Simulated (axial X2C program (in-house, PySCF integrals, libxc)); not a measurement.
Spin–orbit effects down a group: molecules with Sn, HF

Computed with an axial X2C code built on PySCF integrals, spin-free (one-electron X2C) or two-component (2c: spin–orbit coupling with atomic mean-field Coulomb and Gaunt terms, which also bring small scalar terms), in Dyall basis sets with cores contracted in-house; open shells are unrestricted.

Basis sets: H dyall-v3z, K dyall-cv3z, Li dyall-cv3z, Na dyall-cv3z, Sn dyall-cv3z.

```
molecule   spin-free state  Re (Å)  ωe (cm⁻¹)  De (eV)  2c state  Re 2c (Å)  ωe 2c (cm⁻¹)  De 2c (eV)
     SnH  M_S = 1/2, Λ = 1   1.769     1792.0     1.67   Ω = 1/2      1.770        1784.2         n/a
    LiSn  M_S = 3/2, Λ = 0   2.622      359.0     1.07   Ω = 3/2      2.626         357.2         n/a
    NaSn  M_S = 3/2, Λ = 0   2.959      182.7     0.81   Ω = 3/2      2.963         182.0         n/a
     KSn  M_S = 3/2, Λ = 0   3.366      133.0     1.02   Ω = 3/2      3.367         132.7         n/a
```

Problem. Work out the shifts from the spin-free to the two-component result.

Solution. 

```
molecule  2c state  ΔRe (Å)  Δωe (cm⁻¹)  ΔDe (eV)
     SnH   Ω = 1/2    0.001        -7.8       n/a
    LiSn   Ω = 3/2    0.004        -1.8       n/a
    NaSn   Ω = 3/2    0.004        -0.7       n/a
     KSn   Ω = 3/2    0.001        -0.3       n/a
```

Shifts of one unit in the last digit are rounding.

Each entry is the lowest single determinant of a limited PBE0 search at one distance. De goes to single-determinant-based atoms at the same level (for ions the charge split of lowest energy) and is withheld (n/a) where an atom does not fit its ground term or J level. Main or longest-lived isotopes. One determinant is a doubtful description, or other states lie close, for LiSn, NaSn, KSn; these need not be ground states, and all values refer to the states named. With several unpaired electrons the Ω given is that of one determinant, not necessarily of the lowest component.
